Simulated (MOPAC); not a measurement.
MOPAC input (PM7):

```
PM7 FORCE THERMO(298,298) PRECISE LET GEO-OK AUX(PRECISION=9) THREADS=1
HB

B    -0.00000000 1   -0.00000000 1   -0.18913906 1
H    -0.00000000 1   -0.00000000 1    1.01119236 1
```

Q: Which zero-point energy does it print?

A: 3.44 kcal/mol, from the harmonic wavenumbers of PM7.
